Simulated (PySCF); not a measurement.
C8H8O2.
Z-matrix (Å and degrees, GFN2-xTB geometry), rows numbered from 1:
```
C 
O   1  1.4185
C   2  1.3432  1  115.86
O   3  1.2071  2  122.92  1     0.10
C   3  1.4823  2  112.61  1  -179.89
C   5  1.3930  3  118.23  2   179.97
C   6  1.3816  5  120.11  3   179.96
C   7  1.3860  6  119.90  5     0.02
C   8  1.3862  7  120.18  6     0.01
C   9  1.3825  8  120.20  7    -0.01
H   1  1.0920  2  110.40  3   -60.10
H   1  1.0921  2  110.39  3    60.09
H   1  1.0870  2  106.23  3   179.98
H   6  1.0794  5  118.55  3    -0.03
H   7  1.0799  6  120.03  5  -179.99
H   8  1.0802  7  119.93  6   180.00
H   9  1.0802  8  119.89  7   180.00
H  10  1.0785  5  119.51  3     0.01
```

Level of theory: PBE0/pcSseg-1 in PySCF (dipole) on a GFN2-xTB geometry, gas phase.

Masses are those of the commonest isotopes; rigid-rotor values at the optimised geometry. The values belong to one conformer with, in the numbering `[CH3:1][O:2][C:3](=[O:4])[c:5]1[cH:6][cH:7][cH:8][cH:9][cH:10]1`, C1–O2–C3–O4 0°, O2–C3–C5–C6 180°.

Task: Give the principal moments of inertia and the rotational constants in cm⁻¹.

Result: Ia = 142.06, Ib = 593.71, Ic = 732.59 u·Å²; 505379 MHz·u·Å²/I gives 3558, 851.2 and 689.9 MHz, that is A = 0.11867, B = 0.02839, C = 0.02301 cm⁻¹.

Task: Classify the top.

Result: An asymmetric top; Ray's κ = -0.887.

Task: Is it planar, by Δ = Ic − Ia − Ib?

Result: Not planar: Δ = Ic − Ia − Ib = -3.17 u·Å². For a rigid frame Δ = −2 Σ m c², so Σ m c² = 1.59 u·Å² lies off the ab plane, practically all of it from hydrogen. The atom farthest from that plane is 0.89 Å away.

Task: Give the other two planar moments, Paa and Pbb, and the rms extents of the mass along the axes.

Result: Paa = Σ m a² = (Ib + Ic − Ia)/2 = 592.12 and Pbb = Σ m b² = (Ia + Ic − Ib)/2 = 140.47 u·Å². With the mass M = 136.05 u, the rms extents √(P/M) along a, b and c are 2.09, 1.02, 0.11 Å.

Task: Predict some low-J microwave lines.

Result: The dipole components are |μa| = 0.57 D, |μb| = 1.85 D, |μc| = 0.00 D; the mirror of this Cs structure is the ab plane, so μc vanishes by symmetry and there are no c-type lines. The squared components, which scale the intensities, stand as 0.09 : 1.00 (a : b). Some lines, for components of 0.1 D or more:

```tsv
type	branch	J(Ka,Kc)	MHz	lower level (cm⁻¹)
b	R	2(0,2) ← 1(1,1)	369	0.142
a	Q	4(1,3) ← 4(1,4)	1612	0.580
a	R	2(1,1) ← 1(1,0)	3244	0.147
b	Q	3(1,2) ← 3(0,3)	3302	0.307
b	Q	4(1,3) ← 4(0,4)	3679	0.511
a	R	3(2,2) ← 2(2,1)	4623	0.526
a	R	3(1,2) ← 2(1,1)	4861	0.255
b	R	2(1,2) ← 1(0,1)	5627	0.051
a	R	4(1,4) ← 3(1,3)	5828	0.385
a	R	4(2,3) ← 3(2,2)	6159	0.680
a	R	4(3,2) ← 3(3,1)	6178	1.145
b	R	3(1,3) ← 2(0,2)	6929	0.154
b	Q	4(2,2) ← 4(1,3)	7672	0.633
b	Q	3(2,1) ← 3(1,2)	7916	0.417
b	Q	3(2,2) ← 3(1,3)	8850	0.385
b	R	3(2,2) ← 2(1,1)	12742	0.255
b	Q	4(3,1) ← 4(2,2)	13856	0.889
b	R	4(2,3) ← 3(1,2)	14040	0.417
```

Whether it is a minimum is left open (no frequencies). Zero-point vibration and centrifugal distortion are left out. A rigid rotor knows nothing of internal rotation, which can split or shift real lines.
